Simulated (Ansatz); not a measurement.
Reaction (cleavage of the B–Si bond): `S[SiH2]BCl` + CH₃OH → `COBCl` + `[SiH3]S`

Computed with Ansatz on PBE0-D4/def2-TZVP structures; ΔE is electronic, products minus reactants. CBS: MP2 limit from def2 TZ/QZ plus the TZ coupled-cluster correction, frozen cores. This one scheme is used for every species. Functionals use def2-TZVPP. B3LYP here is the variant with VWN-RPA as its local correlation; programs differ in this. One conformer a species, not always the lowest.

`S[SiH2]BCl`:

```xyz
8

S     1.437   -0.019   -1.512
Si    0.664    0.373    0.459
B    -1.314    0.134    0.210
Cl   -1.992   -1.469    0.312
H     0.933   -1.263   -1.573
H     1.072    1.773    0.739
H     1.261   -0.537    1.473
H    -2.061    1.008   -0.107
```

CH₃OH:

Cartesian coordinates in Å:
```
C -0.114 0.286 0.179
O 0.648 -0.874 -0.062
H 0.187 0.669 1.155
H -1.191 0.080 0.212
H 0.071 1.070 -0.566
H 0.398 -1.231 -0.917
```

`COBCl`:

Z-matrix (Å, degrees):
```
C
O 1 1.416
H 1 1.091 2 108.7
H 1 1.093 2 111.5 3 120.8
H 1 1.091 2 108.6 3 -118.4
B 2 1.334 1 121.8 3 -120.7
Cl 6 1.755 2 118.3 1 -180.0
H 6 1.195 2 122.7 1 0.0
```

`[SiH3]S`:

```xyz
6

Si    0.059    0.399    0.340
S     0.675   -1.162   -0.983
H    -0.729    1.439   -0.369
H     1.321    0.983    0.853
H    -0.751   -0.128    1.468
H    -0.575   -1.531   -1.309
```

```json
{"level": "r2SCAN-D4", "ΔE (kJ/mol)": "-165.8", "difference from CCSD(T)/CBS": "-2.4"}
{"level": "B3LYP-D4", "ΔE (kJ/mol)": "-166.9", "difference from CCSD(T)/CBS": "-3.5"}
{"level": "ωB97X-V", "ΔE (kJ/mol)": "-166.9", "difference from CCSD(T)/CBS": "-3.5"}
{"level": "PBE", "ΔE (kJ/mol)": "-156.7", "difference from CCSD(T)/CBS": "6.7"}
{"level": "r2SCAN", "ΔE (kJ/mol)": "-166.6", "difference from CCSD(T)/CBS": "-3.2"}
{"level": "CAM-B3LYP", "ΔE (kJ/mol)": "-178.6", "difference from CCSD(T)/CBS": "-15.2"}
{"level": "RPA@PBE/def2-TZVPP", "ΔE (kJ/mol)": "-165.5", "difference from CCSD(T)/CBS": "-2.1"}
{"level": "CCSD(T)/def2-SVP", "ΔE (kJ/mol)": "-185.5", "difference from CCSD(T)/CBS": "-22.1"}
{"level": "SCS-MP2/def2-QZVPP", "ΔE (kJ/mol)": "-171.3", "difference from CCSD(T)/CBS": "-7.9"}
{"level": "CCSD/CBS(def2)", "ΔE (kJ/mol)": "-164.9", "difference from CCSD(T)/CBS": "-1.5"}
{"level": "CCSD(T)/CBS", "ΔE (kJ/mol)": "-163.4", "difference from CCSD(T)/CBS": "0"}
```

Largest T1 diagnostic among the species: 0.013.

Leaving LDA and LC-ωPBE aside and taking each functional with its dispersion term where it has one, the values, not all of them listed here, spread over 24.7 kJ/mol, from CAM-B3LYP-D4 to revPBE-D4. LDA lies −10.5 kJ/mol from PBE without D4. In def2-TZVPP, CCSD(T) changes the Hartree–Fock value by +14.7 kJ/mol (the triples alone add +1.5 kJ/mol) and MP2 by +10.2 kJ/mol. The D4 term adds +5.0 kJ/mol with B3LYP and +2.8 kJ/mol with PBE0; it sums over pairs of atoms, weighted by their polarisabilities, and B3LYP, whose exchange is more repulsive, gets the larger term.
